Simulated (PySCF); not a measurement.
PySCF input (PBE/def2-SV(P)):

```python
import numpy as np, basis_set_exchange as bse
from pyscf import gto, scf, dft, df
from pyscf.prop.polarizability import rks as pol

basis = {'Cl': gto.basis.parse(bse.get_basis('def2-SV(P)', elements=['Cl'], fmt='nwchem')), 'Si': gto.basis.parse(bse.get_basis('def2-SV(P)', elements=['Si'], fmt='nwchem'))}
mol = gto.M(
    atom='''
    Si   -0.01646950    0.01731768    0.93641135
    Cl    1.06105131    1.22723111   -0.38986665
    Cl   -1.04748819   -1.24149273   -0.38129564
    ''',
    basis=basis,
    charge=0,
    verbose=4,
    max_memory=8640,
)
mf = dft.RKS(mol, xc='pbe')
mf.grids.level = 3
mf = mf.density_fit(auxbasis=df.autoaux(mol))
mf.conv_tol = 1e-9
mf.max_cycle = 100
print('smallest overlap eigenvalue', np.linalg.eigvalsh(mol.intor('int1e_ovlp'))[0])
mf.kernel()
dip = mf.dip_moment()
p = pol.Polarizability(mf)
p.max_cycle_cphf = 60
alpha = p.polarizability()
print('polarisability/bohr^3', alpha.trace() / 3)
```

Output:

```
PySCF version 2.14.0

[INPUT] verbose = 4
[INPUT] num. atoms = 3
[INPUT] num. electrons = 48
[INPUT] charge = 0
[INPUT] spin (= nelec alpha-beta = 2S) = 0
[INPUT] symmetry False subgroup None
[INPUT] Mole.unit = angstrom
[INPUT] Symbol           X                Y                Z      unit          X                Y                Z       unit  Magmom
[INPUT]  1 Si    -0.016469500000   0.017317680000   0.936411350000 AA   -0.031122844409   0.032725672313   1.769560991434 Bohr   0.0
[INPUT]  2 Cl     1.061051310000   1.227231110000  -0.389866650000 AA    2.005096380011   2.319130689446  -0.736741193602 Bohr   0.0
[INPUT]  3 Cl    -1.047488190000  -1.241492730000  -0.381295640000 AA   -1.979465797816  -2.346081245339  -0.720544332091 Bohr   0.0

nuclear repulsion = 167.40751156072
number of shells = 24
number of NR pGTOs = 108
number of NR cGTOs = 54
basis = {'Cl': [[0, [10449.827566, 0.0019708362484], [1571.7365221, 0.014754727977], [357.12065523, 0.066679112875], [100.25185935, 0.17228924084], [30.812727554, 0.158837861]], [0, [51.923789434, -0.10009298909], [5.7045760975, 0.60841752753], [2.3508376809, 0.54352153355]], [0, [0.44605124672, 1.0]], [0, [0.1684885619, 1.0]], [1, [307.66790569, -0.0087801484118], [72.102015515, -0.063563355471], [22.532680262, -0.24016428276], [7.8991765444, -0.47798866557], [2.8767268321, -0.38515850005]], [1, [0.77459363955, 1.0]], [1, [0.21037699698, 1.0]], [2, [0.65, 1.0]]], 'Si': [[0, [6903.7118686, 0.0013373962995], [1038.4346419, 0.0099966546241], [235.8758148, 0.044910165101], [66.069385169, 0.1146363854], [20.247945761, 0.10280063858]], [0, [34.35348173, 0.07083728501], [3.6370788192, -0.43028836252], [1.4002048599, -0.41382774969]], [0, [0.20484414805, 1.0]], [0, [0.077994095468, 1.0]], [1, [179.83907373, 0.0061916656462], [41.907258846, 0.043399431982], [12.955294367, 0.15632019351], [4.4383267393, 0.29419996982], [1.5462247904, 0.23536823814]], [1, [0.35607612302, 1.0]], [1, [0.10008513762, 1.0]], [2, [0.35, 1.0]]]}
ecp = {}
ETB for Si: l = 0, exps = 0.155988190936 * 1.8^n , n = 0..17
ETB for Si: l = 1, exps = 0.178079233088 * 1.8^n , n = 0..14
ETB for Si: l = 2, exps = 0.20017027524 * 1.8^n , n = 0..12
ETB for Si: l = 3, exps = 0.45008513761999996 * 2.2^n , n = 0..3
ETB for Cl: l = 0, exps = 0.3369771238 * 1.8^n , n = 0..16
ETB for Cl: l = 1, exps = 0.37886555888 * 1.8^n , n = 0..13
ETB for Cl: l = 2, exps = 0.42075399396 * 1.8^n , n = 0..12
ETB for Cl: l = 3, exps = 0.86037699698 * 2.2^n , n = 0..3
smallest overlap eigenvalue 0.023744527562546053

******** <class 'pyscf.df.df_jk.DFRKS'> ********
method = DFRKS
initial guess = minao
damping factor = 0
level_shift factor = 0
DIIS = <class 'pyscf.scf.diis.CDIIS'>
diis_start_cycle = 1
diis_space = 8
diis_damp = 0
SCF conv_tol = 1e-09
SCF conv_tol_grad = None
SCF max_cycles = 100
direct_scf = False
XC library pyscf.dft.libxc version 7.1.2
    S. Lehtola, C. Steigemann, M. J. T. Oliveira, and M. A. L. Marques,  SoftwareX 7, 1–5 (2018)
XC functionals = pbe
    J. P. Perdew, K. Burke, and M. Ernzerhof,  Phys. Rev. Lett. 77, 3865 (1996)
    J. P. Perdew, K. Burke, and M. Ernzerhof,  Phys. Rev. Lett. 78, 1396 (1997)
    J. P. Perdew, K. Burke, and M. Ernzerhof,  Phys. Rev. Lett. 77, 3865 (1996)
    J. P. Perdew, K. Burke, and M. Ernzerhof,  Phys. Rev. Lett. 78, 1396 (1997)
radial grids:
    Treutler-Ahlrichs [JCP 102, 346 (1995); DOI:10.1063/1.469408] (M4) radial grids

becke partition: Becke, JCP 88, 2547 (1988); DOI:10.1063/1.454033
pruning grids: <function nwchem_prune>
grids dens level: 3
symmetrized grids: False
atomic radii adjust function: <function treutler_atomic_radii_adjust>
small_rho_cutoff = 0
Set gradient conv threshold to 3.16228e-05
Initial guess from minao.
tot grids = 56944
init E= -1209.14614204158
  HOMO = -0.249324444824287  LUMO = -0.120979318490563  gap/eV = 3.49245
cycle= 1 E= -1209.0052924317  delta_E= 0.141  |g|= 0.369  |ddm|=  1.8
  HOMO = -0.230200349481656  LUMO = -0.150941341211295  gap/eV = 2.15675
cycle= 2 E= -1208.81624392505  delta_E= 0.189  |g|= 0.844  |ddm|= 1.44
  HOMO = -0.233415006490265  LUMO = -0.124814895258308  gap/eV = 2.95516
cycle= 3 E= -1209.05106793044  delta_E= -0.235  |g|= 0.0377  |ddm|= 1.01
  HOMO = -0.24177465753917  LUMO = -0.131848321886553  gap/eV = 2.99125
cycle= 4 E= -1209.05147236229  delta_E= -0.000404  |g|= 0.0177  |ddm|= 0.0811
  HOMO = -0.240266489644055  LUMO = -0.130364285616617  gap/eV = 2.99059
cycle= 5 E= -1209.05156819389  delta_E= -9.58e-05  |g|= 0.00309  |ddm|= 0.0194
  HOMO = -0.240007734209017  LUMO = -0.130209047711872  gap/eV = 2.98777
cycle= 6 E= -1209.05157252398  delta_E= -4.33e-06  |g|= 0.000476  |ddm|= 0.00654
  HOMO = -0.239995480812125  LUMO = -0.130168283720843  gap/eV = 2.98855
cycle= 7 E= -1209.0515726015  delta_E= -7.75e-08  |g|= 0.0001  |ddm|= 0.000635
  HOMO = -0.240000715268732  LUMO = -0.13016861052137  gap/eV = 2.98868
cycle= 8 E= -1209.05157260441  delta_E= -2.91e-09  |g|= 6.29e-06  |ddm|= 0.000114
  HOMO = -0.240001080200709  LUMO = -0.130169045354954  gap/eV = 2.98868
cycle= 9 E= -1209.05157260442  delta_E= -1.14e-11  |g|= 8.99e-07  |ddm|= 1.21e-05
  HOMO = -0.24000085184671  LUMO = -0.130168792290822  gap/eV = 2.98868
Extra cycle  E= -1209.05157260442  delta_E= 2.05e-12  |g|= 9e-07  |ddm|= 3.52e-06
converged SCF energy = -1209.05157260442
Dipole moment(X, Y, Z, Debye): -0.01275,  0.01339,  0.72452
Isotropic polarizability 43.2215942217
Polarizability anisotropy 4.0947730208
polarisability/bohr^3 43.221594221668056
```
